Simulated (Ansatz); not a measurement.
H$_{4}$NNbO$_{3}$ (`[NH2][Nb](=[O])([OH])[OH]`) at its PBE0-D4/def2-TZVP geometry, where that method's forces vanish. Charge 0, multiplicity 1. Nb takes the def2 core potential.

```xyz
9

N    -0.3967   -1.3141    0.7298
Nb    0.3936    0.4046    0.1833
O     1.4735    0.8390    1.4159
O     1.3660    0.2199   -1.4483
O    -0.9478    1.7524    0.0331
H    -0.1672   -1.7870    1.5918
H    -1.0629   -1.8608    0.2031
H     1.1503   -0.0729   -2.3324
H    -1.8088    1.8190   -0.3763
```

(1) What forces (eV/Å) does B3LYP-D4/def2-TZVPP give on these atoms in Ansatz 0.2.0? (Estimate.)

Answers

(1) Computed: 
```
N1  -0.107 -0.243  0.084
Nb2 -0.138 -0.070 -0.145
O3   0.345  0.144  0.388
O4   0.182 -0.021 -0.255
O5  -0.206  0.238 -0.006
H6  -0.016 -0.026  0.002
H7  -0.010 -0.023  0.008
H8  -0.003 -0.013 -0.051
H9  -0.047  0.014 -0.024
```

B3LYP here is the variant with VWN-RPA as its local correlation; programs differ in this.
